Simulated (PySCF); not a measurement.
A species of formula C3H11AsSi has this rotational fingerprint, computed with PBE0-D3(BJ)/def2-SVP geometry optimisation, gas phase in PySCF:

```
Rotational constants : A = 3652, B = 1172, C = 1019 MHz
Dipole components    : |μa| = 1.13 D, |μb| = 0.06 D, |μc| = 0.06 D
Inertial defect      : -73.60 u·Å²
κ                    : -0.88
```

Problem. Which structure is it? (One computed conformer of each.)
A. `[CH3:1][CH:2]([CH3:3])[AsH:4][SiH3:5]` with C1–C2–As4–Si5 -81°
B. `[CH3:1][CH2:2][CH2:3][SiH2:4][AsH2:5]` with C1–C2–C3–Si4 60°, C2–C3–Si4–As5 50°, C3–Si4–As5–H -80° and -172°
C. `[CH3:1][CH2:2][CH2:3][AsH:4][SiH3:5]` with C1–C2–C3–As4 58°, C2–C3–As4–Si5 66°
D. `[CH3:1][CH:2]([CH3:3])[SiH2:4][AsH2:5]` with C1–C2–Si4–As5 62°, C2–Si4–As5–H 78° and 170°
E. `[CH3:1][CH2:2][SiH2:3][AsH:4][CH3:5]` with C1–C2–Si3–As4 58°, C2–Si3–As4–C5 71°

Solution. B. It is CCC[SiH2][AsH2], an asymmetric top, point group C1. The candidates at the same level (rigid rotor, commonest isotopes):

| SMILES | A (MHz) | B (MHz) | C (MHz) | μa (D) | μb (D) | μc (D) | Δ (u·Å²) | point group | rotor |
| --- | --- | --- | --- | --- | --- | --- | --- | --- | --- |
| CCC[AsH][SiH3] | 3048 | 1579 | 1262 | 0.92 | 0.24 | 0.80 | -85.34 | C1 | asymmetric top |
| CC[SiH2][AsH]C | 3613 | 1287 | 1248 | 0.50 | 0.44 | 1.06 | -127.45 | C1 | near-prolate asymmetric top |
| CCC[SiH2][AsH2] | 3652 | 1172 | 1019 | 1.13 | 0.06 | 0.06 | -73.60 | C1 | asymmetric top |
| CC(C)[SiH2][AsH2] | 3761 | 1175 | 1138 | 1.01 | 0.05 | 0.35 | -120.29 | – | near-prolate asymmetric top |
| CC(C)[AsH][SiH3] | 2811 | 1766 | 1421 | 1.20 | 0.50 | 0.37 | -110.25 | C1 | asymmetric top |

`CC[SiH2][AsH]C` has C 22 % too high; `CC(C)[AsH][SiH3]` has B 51 % too high; `CCC[AsH][SiH3]` has B 35 % too high; `CC(C)[SiH2][AsH2]` has C 12 % too high. No structure here is proved a minimum.
